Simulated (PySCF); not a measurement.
**Excitation energy of Ti by level of theory**

Ti [Ar] 3d2 4s2 (3F) → Ti [Ar] 3d2 4s1 4p1 (high-spin determinant), as a difference of total energies. Computed with PySCF 2.14 in x2c-QZVPPall (11s7p5d3f2g, 96 functions), with scalar relativity by spin-free X2C-1e. Correlated levels: valence: [Ar] frozen; valence and next inner shell: [Ne] frozen. The calculations carry no spin-orbit coupling.

```
                                method  excitation energy (cm⁻¹)
                                   UHF                    8250.2
                                   PBE                     15743
                                  PBE0                     14715
                                r2SCAN                     13291
                                B2PLYP                     17110
                             CAM-B3LYP                     17233
                               r2SCAN0                     13547
                               LC-wPBE                     12045
                         MP2 (valence)                     13971
                     SCS-MP2 (valence)                     15990
    MP2 (valence and next inner shell)                     15596
SCS-MP2 (valence and next inner shell)                     16950
```

A first-order spin-orbit estimate (lowest level to lowest level, LS coupling) adds -0.009 eV.

The basis was made for the ground configuration and has no added diffuse functions, so the excitation energy can come out too high.

The determinant of the upper state mixes LS terms, which raises its energy above the lowest term, most at the Hartree-Fock and MP2 levels.
